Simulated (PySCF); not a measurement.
The isolated species `[SiH3]c1ppc[p-]1` is ionised with Al Kα (hν = 1486.6 eV). Calculated photoelectron kinetic energies of its computed core levels, recoil neglected:

| line | kinetic energy (eV) |
| --- | --- |
| 1 | 1384.17 |
| 2 | 1383.55 |
| 3 | 1356.05 |
| 4 | 1356.03 |
| 5 | 1355.79 |
| 6 | 1355.16 |
| 7 | 1355.14 |
| 8 | 1354.90 |
| 9 | 1201.85 |
| 10 | 1201.68 |

Computed with delta-SCF UKS SCAN, pcX-2 on the ionised atom, pcseg-1 elsewhere, spin-free X2C (PySCF).

Which element, shell and site does each line come from? Numbering: `[SiH3:1][c:2]1[p:3][p:4][cH:5][p-:6]1`.

Against the vacuum level, binding energy = hν − kinetic energy.

```
line  binding energy (eV)     level  atoms                   environment
   1               102.43  Si 2p3/2    Si1                  SiH3 silicon
   2               103.05  Si 2p1/2    Si1                  SiH3 silicon
   3               130.55   P 2p3/2     P3  phosphorus bonded to C and P
   4               130.57   P 2p3/2     P4  phosphorus bonded to C and P
   5               130.81   P 2p3/2     P6      phosphorus bonded to 2 C
   6               131.44   P 2p1/2     P3  phosphorus bonded to C and P
   7               131.46   P 2p1/2     P4  phosphorus bonded to C and P
   8               131.70   P 2p1/2     P6      phosphorus bonded to 2 C
   9               284.75      C 1s     C2   substituted aromatic carbon
  10               284.92      C 1s     C5            aromatic CH carbon
```

Out of reach at this photon energy: Si 1s (1842.2 eV), P 1s (2144.0, 2144.1 and 2144.3 eV).

Where does line 3 move with hν = 1253.6 eV?

To 1253.6 − 130.55 = 1123.05 eV; every photoline shifts by the change in photon energy, -233.0 eV.

The listed P 2p3/2 values span 0.26 eV, from P3 (bonded to C (aromatic in the SMILES) and P (aromatic in the SMILES)) to P6 (bonded to 2 C (aromatic in the SMILES)). The widest gap between neighbouring values is 0.24 eV, between 130.57 and 130.81 eV. The values 130.55 and 130.57 eV lie too close for their order to be trusted.

Which photon energy gives electrons from Si 2p3/2 of Si1 a kinetic energy of 50 eV, and what is their de Broglie wavelength?

hν = 102.43 + 50 = 152.43 eV, recoil neglected; λ = 12.264 Å/√(E/eV) = 1.73 Å.

Other core shells, valence and Auger electrons aren't listed. The 2p values aren't plain energy differences: one relaxed spin-free 2p hole is combined with a matrix within the shell (ground-state 2p orbital-energy differences and spin–orbit coupling). 2p3/2, the mean of its two sublevels, lies a third of the splitting below the shell's mean and 2p1/2 two thirds above it; the statistical areas are 2:1. 2p1/2 minus 2p3/2 (ligand field included): Si 0.62 eV, P 0.89 eV. The species carries charge -1, so core ionisation leaves a neutral species. The basis sets have no added diffuse functions. Isolated species at its GFN2-xTB geometry, gas phase.

On one thread of an Arm Neoverse V1, no GPU (shared host), this took 96 s of wall time and 0.61 GiB of memory at its peak.
